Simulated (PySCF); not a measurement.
C4H9ClOSi2.
SMILES: `C=C1[SiH2]OC[Si@]1(C)Cl`

Theory: TDDFT wB97X-D/def2-SVPD, vertical, gas phase, core orbitals frozen in the response in PySCF 2.14.0, density-fitted response routines. Geometry: GFN2-xTB; no solvent, vibrations or thermal averaging.

Computed states:

```csv
state,E (eV),f
S1,4.96,0.0006
S2,6.27,0.015
S3,6.38,0.089
S4,6.72,0.069
S5,6.83,0.151
S6,7.01,0.012
S7,7.34,0.035
S8,7.49,0.0068
```

Broadening: Gaussians 0.25 eV wide at half height, area fixed by f = 4.319×10⁻⁹ ∫ε dν̃. The width is an assumption, not a result. The curve ends short of the highest state used, and states not computed would add to its high-energy end.

(1) What does the envelope look like, and where are its maxima?

(2) Does any computed singlet lie in the visible range?

(3) Coming from long wavelengths, where does ε first pass 100 L mol⁻¹ cm⁻¹?

(4) On this curve, what absorbance would a 10⁻⁵ mol/L sample give at 266 nm over a 1 cm path?

## Answers

(1) 
λ (nm), ε (L mol⁻¹ cm⁻¹) and a bar:
```
    179.9      16577 #######################
    182.0      21534 ##############################
    184.1      18341 ##########################
    186.3      10566 ###############
    188.4       5689 ########
    190.5       5909 ########
    192.6       9043 #############
    194.7      10699 ###############
    196.8       8829 ############
    198.9       5226 #######
    201.0       2310 ###
    203.1        787 #
    205.2        210 
    207.3         44 
    209.4          7 
    211.5          1 
    213.6          0 
    215.7          0 
    217.8          0 
    219.9          0 
    222.0          0 
    224.2          0 
    226.3          0 
    228.4          0 
    230.5          0 
    232.6          0 
    234.7          1 
    236.8          2 
    238.9          6 
    241.0         13 
    243.1         25 
    245.2         40 
    247.3         53 
    249.4         60 
    251.5         58 
    253.6         49 
    255.7         35 
    257.8         22 
    259.9         12 
    262.0          6 
    264.2          3 
    266.3          1 
    268.4          0 
    270.5          0
```

Maxima: 250 nm (4.96 eV), ε about 60, made up of S1 (100%); 195 nm (6.37 eV), ε about 11000, made up of S2 (10%) and S3 (89%); 182 nm (6.80 eV), ε about 22000, made up of S4 (26%) and S5 (73%) (ε in L mol⁻¹ cm⁻¹; maxima over ε = 5, shares over 10%).

(2) No computed singlet lies in the visible range (380 to 750 nm); the lowest, at 250 nm, stands 1.70 eV above its violet end (3.26 eV).

(3) At about 206 nm (6.01 eV), 1.05 eV above S1.

(4) 266 nm is 4.661 eV, where ε is about 1.2 L mol⁻¹ cm⁻¹, so A = ε c l ≈ 1.2e-05 (Beer–Lambert, with the gas-phase spectrum and the assumed width).

The run took 83 s (grids of density and orbitals included) on an Arm Neoverse V2 with one thread (shared host), and the process peaked at 1.1 GiB of memory.
